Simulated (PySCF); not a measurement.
Isomers of C8H18BN, mass 139.153 u with the commonest isotopes. Theory: PBE0-D3(BJ)/def2-SVP geometry optimisation, gas phase (PySCF 2.14.0). One conformer each, none proved a minimum here; rigid rotors.

Task: Order these by rotational constant C, largest first.
A. `[CH3:1][C:2]#[C:3][CH2:4][CH2:5][BH2-:6][N+:7]([CH3:8])([CH3:9])[CH3:10]` with C3–C4–C5–B6 179°, C4–C5–B6–N7 177°
B. `[CH3:1][C:2]#[N+:3][BH2-:4][C:5]([CH3:6])([CH3:7])[CH2:8][CH2:9][CH3:10]` with N3–B4–C5–C6 -67°, B4–C5–C8–C9 57°, C5–C8–C9–C10 180°
C. `[CH2:1]=[CH:2][CH2:3][CH2:4][N@+:5]1([CH3:6])[BH2-:7][CH2:8][CH2:9][CH2:10]1` with C1–C2–C3–C4 115°, C2–C3–C4–N5 180°, C3–C4–N5–C6 -60°, C4–N5–B7–C8 -156°, N5–B7–C8–C9 17°, B7–C8–C9–C10 8°, C8–C9–C10–N5 -34°
D. `[CH2:1]=[CH:2][CH2:3][C@@H:4]1[CH2:5][BH2-:6][N+:7]([CH3:8])([CH3:9])[CH2:10]1` with C1–C2–C3–C4 110°, C2–C3–C4–C5 179°, C3–C4–C5–B6 -135°, C4–C5–B6–N7 -15°, C5–B6–N7–C8 -83°, B6–N7–C10–C4 -44°
E. `[CH3:1][N+:2]1([CH3:3])[BH2-:4][CH2:5][C@H:6]([CH:7]2[CH2:8][CH2:9]2)[CH2:10]1` with C5–C6–C7–C8 157°, C1–N2–B4–C5 98°, N2–B4–C5–C6 -5°, B4–C5–C6–C7 152°, C6–C7–C8–C9 -109°

Result: E (703.0 MHz), D (657.5 MHz), B (626.8 MHz), C (611.4 MHz), A (392.2 MHz).

Task: Order these by out-of-plane moment Σ m c² = (Ia + Ib − Ic)/2, largest first.
A. `[CH2:1]=[CH:2][CH2:3][C@@H:4]1[CH2:5][BH2-:6][N+:7]([CH3:8])([CH3:9])[CH2:10]1` with C1–C2–C3–C4 110°, C2–C3–C4–C5 179°, C3–C4–C5–B6 -135°, C4–C5–B6–N7 -15°, C5–B6–N7–C8 -83°, B6–N7–C10–C4 -44°
B. `[CH3:1][N+:2]1([CH3:3])[BH2-:4][C@@H:5]([CH:6]2[CH2:7][CH2:8]2)[CH2:9][CH2:10]1` with B4–C5–C6–C7 -88°, C1–N2–B4–C5 -151°, N2–B4–C5–C6 -116°, C5–C6–C7–C8 -111°, B4–C5–C9–C10 16°
C. `[CH3:1][N+:2]1([CH3:3])[BH2-:4][CH2:5][C@H:6]([CH:7]2[CH2:8][CH2:9]2)[CH2:10]1` with C5–C6–C7–C8 157°, C1–N2–B4–C5 98°, N2–B4–C5–C6 -5°, B4–C5–C6–C7 152°, C6–C7–C8–C9 -109°
D. `[CH3:1][C:2]#[C:3][CH2:4][CH2:5][BH2-:6][N+:7]([CH3:8])([CH3:9])[CH3:10]` with C3–C4–C5–B6 179°, C4–C5–B6–N7 177°
E. `[CH3:1][C:2]#[N+:3][BH2-:4][C:5]([CH3:6])([CH3:7])[CH2:8][CH2:9][CH3:10]` with N3–B4–C5–C6 -67°, B4–C5–C8–C9 57°, C5–C8–C9–C10 180°
F. `[CH2:1]=[CH:2][CH2:3][CH2:4][N@+:5]1([CH3:6])[BH2-:7][CH2:8][CH2:9][CH2:10]1` with C1–C2–C3–C4 115°, C2–C3–C4–N5 180°, C3–C4–N5–C6 -60°, C4–N5–B7–C8 -156°, N5–B7–C8–C9 17°, B7–C8–C9–C10 8°, C8–C9–C10–N5 -34°

Result: E (76.51 u·Å²), F (73.40 u·Å²), B (69.29 u·Å²), A (67.48 u·Å²), C (65.45 u·Å²), D (58.00 u·Å²).

Task: Order these by dipole moment, smallest first.
A. `[CH3:1][N+:2]1([CH3:3])[BH2-:4][CH2:5][C@H:6]([CH:7]2[CH2:8][CH2:9]2)[CH2:10]1` with C5–C6–C7–C8 157°, C1–N2–B4–C5 98°, N2–B4–C5–C6 -5°, B4–C5–C6–C7 152°, C6–C7–C8–C9 -109°
B. `[CH2:1]=[CH:2][CH2:3][CH2:4][N@+:5]1([CH3:6])[BH2-:7][CH2:8][CH2:9][CH2:10]1` with C1–C2–C3–C4 115°, C2–C3–C4–N5 180°, C3–C4–N5–C6 -60°, C4–N5–B7–C8 -156°, N5–B7–C8–C9 17°, B7–C8–C9–C10 8°, C8–C9–C10–N5 -34°
C. `[CH3:1][C:2]#[C:3][CH2:4][CH2:5][BH2-:6][N+:7]([CH3:8])([CH3:9])[CH3:10]` with C3–C4–C5–B6 179°, C4–C5–B6–N7 177°
D. `[CH3:1][C:2]#[N+:3][BH2-:4][C:5]([CH3:6])([CH3:7])[CH2:8][CH2:9][CH3:10]` with N3–B4–C5–C6 -67°, B4–C5–C8–C9 57°, C5–C8–C9–C10 180°
E. `[CH3:1][N+:2]1([CH3:3])[BH2-:4][C@@H:5]([CH:6]2[CH2:7][CH2:8]2)[CH2:9][CH2:10]1` with B4–C5–C6–C7 -88°, C1–N2–B4–C5 -151°, N2–B4–C5–C6 -116°, C5–C6–C7–C8 -111°, B4–C5–C9–C10 16°

Result: A (4.31 D), B (4.43 D), E (4.68 D), C (5.55 D), D (6.93 D).

```json
{"SMILES": "CC#CCC[BH2-][N+](C)(C)C", "point group": "near Cs", "Ia (u·Å²)": "148.30", "Ib (u·Å²)": "1256.29", "Ic (u·Å²)": "1288.60", "κ": "-0.99", "μa (D)": "4.61", "μb (D)": "3.08", "μc (D)": "0.11"}
{"SMILES": "C[N+]1(C)[BH2-]C[C@H](C2CC2)C1", "point group": "C1", "Ia (u·Å²)": "188.12", "Ib (u·Å²)": "661.65", "Ic (u·Å²)": "718.87", "κ": "-0.94", "μa (D)": "0.30", "μb (D)": "4.30", "μc (D)": "0.08"}
{"SMILES": "C[N+]1(C)[BH2-][C@@H](C2CC2)CC1", "point group": "C1", "Ia (u·Å²)": "175.98", "Ib (u·Å²)": "677.77", "Ic (u·Å²)": "715.17", "κ": "-0.96", "μa (D)": "3.80", "μb (D)": "2.07", "μc (D)": "1.80"}
{"SMILES": "C=CC[C@@H]1C[BH2-][N+](C)(C)C1", "point group": "C1", "Ia (u·Å²)": "205.39", "Ib (u·Å²)": "698.22", "Ic (u·Å²)": "768.66", "κ": "-0.93", "μa (D)": "0.14", "μb (D)": "4.10", "μc (D)": "0.87"}
{"SMILES": "C=CCC[N@+]1(C)[BH2-]CCC1", "point group": "C1", "Ia (u·Å²)": "166.77", "Ib (u·Å²)": "806.63", "Ic (u·Å²)": "826.60", "κ": "-0.99", "μa (D)": "2.79", "μb (D)": "1.02", "μc (D)": "3.28"}
{"SMILES": "CC#[N+][BH2-]C(C)(C)CCC", "point group": "C1", "Ia (u·Å²)": "379.60", "Ib (u·Å²)": "579.72", "Ic (u·Å²)": "806.30", "κ": "-0.30", "μa (D)": "5.96", "μb (D)": "2.98", "μc (D)": "1.92"}
```
